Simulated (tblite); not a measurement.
C5H8F3OP.
Cartesian coordinates in Å at the GFN2-xTB level; atoms count from 1:
```xyz
18
C5H8F3OP angstrom
C      1.8032   -0.7206   -0.4346
C      1.0229   -0.5683    0.8606
P     -0.4648    0.4996    0.7498
C      0.0163    2.1170    0.0559
O     -1.2477    0.5675    1.9839
C     -1.4504   -0.2195   -0.6405
F     -1.6471    0.5077   -1.7513
C     -2.0280   -1.4025   -0.4963
F     -2.8179   -2.0328   -1.3492
F     -1.8140   -2.1388    0.5814
H      1.1675   -1.1099   -1.2272
H      2.2116    0.2333   -0.7587
H      2.6299   -1.4131   -0.2916
H      1.6384   -0.1200    1.6461
H      0.6746   -1.5343    1.2358
H      0.4430    2.0334   -0.9383
H      0.7323    2.5712    0.7385
H     -0.8784    2.7367    0.0241
```

Method: GFN2-xTB as coded in tblite; computed harmonic values from a numerical Hessian at the method's own geometry, unscaled. Errors from tens to a few hundred cm⁻¹ against measured bands are possible. One conformer, not necessarily the lowest.

Harmonic wavenumbers (cm⁻¹): 32.2, 61.7, 95.4, 100.8, 144.1, 151.3, 191.5, 195.9, 223.9, 257.2, 263.6, 308.3, 349.9, 410.7, 422.0, 463.6, 490.0, 624.6, 683.0, 717.3, 789.6, 840.1, 849.8, 969.0, 1006.2, 1008.6, 1084.0, 1167.1, 1198.5, 1203.3, 1242.0, 1285.5, 1313.2, 1407.9, 1415.5, 1423.7, 1434.6, 1495.0, 1497.4, 1744.9, 2943.4, 2959.4, 3009.3, 3010.4, 3031.2, 3037.3, 3044.7, 3047.5.

A = 1450, B = 839.7, C = 797.6 MHz; mass 172.026 u (most abundant isotopes); point group C1, symmetry number 1.

Question: Zero-point energy?

Answer: Half the sum of the wavenumbers: 27323 cm⁻¹ = 78.12 kcal/mol.

Question: Give the ideal-gas entropy at 350 K and 1 bar in the rigid-rotor, harmonic-oscillator model (classical rotation).

Answer: Translation 42.16, rotation 30.66, vibration 46.44: S = 119.3 cal/(mol K).

Question: And Cp and H(350 K) − H(0)?

Answer: Cp = 49.47 cal/(mol K), of which vibrations give 41.52 (their classical limit is 48 R = 95.4); H(350 K) − H(0) = 10.94 kcal/mol without the zero-point energy, 8.16 from vibrations.

Question: How do the functions run with temperature in this model?

Answer: 
```tsv
T (K)	S (cal/(mol K))	Cp (cal/(mol K))	H − H(0) (kcal/mol)	G − H(0) (kcal/mol)	ln q(vib)
150	86.3	30.2	2.89	-10.05	4.47
250	104.2	40.5	6.44	-19.61	8.17
298.15	111.7	44.9	8.50	-24.81	9.87
400	126.1	53.6	13.52	-36.93	13.28
600	150.5	66.6	25.62	-64.67	19.44
900	180.0	78.8	47.58	-114.41	27.55
```

q(vib) and H(0) count from the zero-point level.

Question: Which modes carry the vibrational entropy at 350 K?

Answer: 32.2 cm⁻¹: 6.01; 61.7 cm⁻¹: 4.72; 95.4 cm⁻¹: 3.86; 100.8 cm⁻¹: 3.75; 144.1 cm⁻¹: 3.06; 151.3 cm⁻¹: 2.96 cal/(mol K); the other 42 give 22.08 together.

Question: What must be added to the electronic energy to get the Gibbs energy at 350 K and 1 bar?

Answer: ZPE + [H(350 K) − H(0)] − T·S = 78.12 + 10.94 − 41.74 = 47.32 kcal/mol.

Hindered rotation and anharmonicity are outside this model. Other conformers, if any are populated, would add a mixing term that is left out. The structure is chiral; the term R ln 2 for an equal mix with its mirror image is left out.
